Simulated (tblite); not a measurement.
Species: C3H5F3O2P (charge -1).
Geometry (GFN2-xTB, Å), atoms numbered from 1 in this order:
```
atom  x, y, z in Å
C1     2.1447   -0.0513    0.1891
P2     0.4791   -0.8890    0.2404
O3     0.4170   -1.9576   -0.7869
O4     0.0899   -1.1614    1.6450
C5    -0.5273    0.6000   -0.4055
C6    -1.9422    0.2986   -0.0841
F7    -2.8208    1.1214   -0.7701
F8    -2.3388   -0.9315   -0.4009
F9    -2.2665    0.5019    1.1988
H10    2.8650   -0.8065    0.4973
H11    2.1861    0.7821    0.8844
H12    2.3881    0.2811   -0.8161
H13   -0.4208    0.6730   -1.4859
H14   -0.2542    1.5386    0.0723
```

Method: GFN2-xTB as coded in tblite; computed harmonic values from a numerical Hessian at the method's own geometry, unscaled. Errors from tens to a few hundred cm⁻¹ against measured bands are possible. One conformer, not necessarily the lowest.

Harmonic wavenumbers (cm⁻¹): 35.1, 77.1, 112.4, 163.4, 209.5, 228.6, 270.5, 289.9, 337.7, 424.5, 442.4, 477.7, 484.7, 582.1, 658.3, 699.2, 747.3, 809.2, 820.7, 839.2, 920.4, 987.3, 1103.2, 1161.0, 1184.2, 1239.5, 1271.1, 1303.0, 1417.9, 1456.1, 1474.2, 3004.2, 3008.8, 3013.7, 3017.1, 3025.9.

A = 2554, B = 922.6, C = 912.0 MHz; mass 160.998 u (most abundant isotopes); point group C1, symmetry number 1.

**Question.** What is the zero-point energy?

**Answer.** ½Σν̃ = 18649 cm⁻¹ = 223.09 kJ/mol.

**Question.** What is S at 350 K and 1 bar for an ideal gas of classical rigid rotors and harmonic oscillators?

**Answer.** Translation 175.56, rotation 124.98, vibration 142.67: S = 443.2 J/(mol K).

**Question.** And Cp and H(350 K) − H(0)?

**Answer.** Cp = 173.54 J/(mol K), of which vibrations give 140.29 (their classical limit is 36 R = 299.3); H(350 K) − H(0) = 37.58 kJ/mol without the zero-point energy, 25.94 from vibrations.

**Question.** Blend soft modes into free rotors: weight 1/[1 + (100 cm⁻¹/ν̃)⁴] for the oscillator and the rest for a rotor with moment μB/(μ + B), μ = h/(8π²ν), B = 10⁻⁴⁴ kg m². What vibrational entropy results?

**Answer.** 131.08 J/(mol K) in place of 142.67, which changes −T·S at 350 K by +4.06 kJ/mol.

**Question.** Which modes carry the vibrational entropy at 350 K?

**Answer.** 35.1 cm⁻¹: 24.42; 77.1 cm⁻¹: 17.90; 112.4 cm⁻¹: 14.81; 163.4 cm⁻¹: 11.78; 209.5 cm⁻¹: 9.81; 228.6 cm⁻¹: 9.13 J/(mol K); the other 30 give 54.83 together.

**Question.** How do the functions run with temperature in this model?

**Answer.** 
```tsv
T (K)	S (J/(mol K))	Cp (J/(mol K))	H − H(0) (kJ/mol)	G − H(0) (kJ/mol)	ln q(vib)
100	294.3	77.6	5.38	-24.05	1.79
200	361.6	120.6	15.35	-56.98	4.36
300	417.7	157.5	29.30	-96.01	6.96
500	511.9	211.6	66.65	-189.32	11.97
800	622.2	256.1	137.57	-360.21	18.70
1000	681.4	273.9	190.67	-490.73	22.67
```

q(vib) and H(0) count from the zero-point level.

**Question.** What must be added to the electronic energy to get the Gibbs energy at 350 K and 1 bar?

**Answer.** ZPE + [H(350 K) − H(0)] − T·S = 223.09 + 37.58 − 155.13 = 105.54 kJ/mol.

Hindered rotation and anharmonicity are outside this model. Other conformers, if any are populated, would add a mixing term that is left out. The structure is chiral; the term R ln 2 for an equal mix with its mirror image is left out.
